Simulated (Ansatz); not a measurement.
Consider the cleavage of the Si–Ge bond: `C[SiH](N)[GeH2][NH2]` + H₂S → `C[SiH](N)S` + `[NH2][GeH3]`.

Isolated molecules relaxed with PBE0-D4/def2-TZVP in Ansatz; ΔE leaves out vibrations. CBS: MP2 limit from def2 TZ/QZ plus the TZ coupled-cluster correction, frozen cores. This one scheme is used for every species. DFT in def2-TZVPP. B3LYP here is the variant with VWN-RPA as its local correlation; programs differ in this. For Ge outer-core shells are correlated without core-valence functions, which leaves a few kJ/mol of doubt a bond. Scalar relativity is left out up to krypton. Each species was taken in one conformer, which may not be the lowest.

| level | ΔE (kJ/mol) |
| --- | --- |
| ωB97X-V | -57.5 |
| B3LYP | -58.2 |
| MP2/def2-TZVPP | -60.4 |
| HF/def2-QZVPP | -74.7 |

Problem. What does CCSD(T)/CBS give? (Best estimate.)

Solution. Computed: -56.5 kJ/mol. The listed levels differ from it by -1.0, -1.7, -3.9, -18.2 kJ/mol.

Largest T1 diagnostic among the species: 0.011.

The D4 term adds +4.8 kJ/mol with B3LYP and +3.1 kJ/mol with PBE0; it sums over pairs of atoms, weighted by their polarisabilities, and B3LYP, whose exchange is more repulsive, gets the larger term. From PBE to PBE0 (25 % exact exchange), in def2-TZVPP and without D4, ΔE moves by −4.7 kJ/mol.
